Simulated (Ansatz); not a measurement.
`CO[SiH2][Se]C` and `CO[SiH2][S][GeH3]` differ in one atom or group.

Ansatz, PBE0-D4/def2-TZVP geometries, multiplicity 1. Each molecule was computed in one conformer, which needn't be the lowest.

Scalar relativity is left out up to krypton.

```csv
property,`CO[SiH2][Se]C`
HOMO energy (ωB97M-V/def2-TZVPP) / eV,-8.89
size of the dipole moment (PBE/def2-TZVPP) / D,2.14
LUMO energy (PBE/def2-TZVPP) / eV,-0.84
size of the dipole moment (B3LYP/def2-TZVPP) / D,2.19
LUMO energy (ωB97M-V/def2-TZVPP) / eV,1.86
HOMO–LUMO gap (ωB97M-V/def2-TZVPP) / eV,10.75
```

What does the change do to each property? (An estimate is asked.)

The calculation gave: 
```tsv
property	`CO[SiH2][S][GeH3]`	shift
HOMO energy (ωB97M-V/def2-TZVPP) / eV	-9.55	-0.66
size of the dipole moment (PBE/def2-TZVPP) / D	1.95	-0.19
LUMO energy (PBE/def2-TZVPP) / eV	-1.05	-0.21
size of the dipole moment (B3LYP/def2-TZVPP) / D	2.04	-0.15
LUMO energy (ωB97M-V/def2-TZVPP) / eV	1.65	-0.21
HOMO–LUMO gap (ωB97M-V/def2-TZVPP) / eV	11.20	0.45
```

With PBE0 the HOMO falls by 0.67 eV and the LUMO falls by 0.21 eV, so the gap widens by about 0.46 eV. PBE moves the HOMO by -0.61 eV and ωB97M-V by -0.66 eV. Dipoles are sizes alone; their direction can turn.

B3LYP here is the variant with VWN-RPA as its local correlation; programs differ in this.

Spin–orbit coupling is left out; it splits and shifts lone-pair levels of the heavy atoms by tenths of an eV.
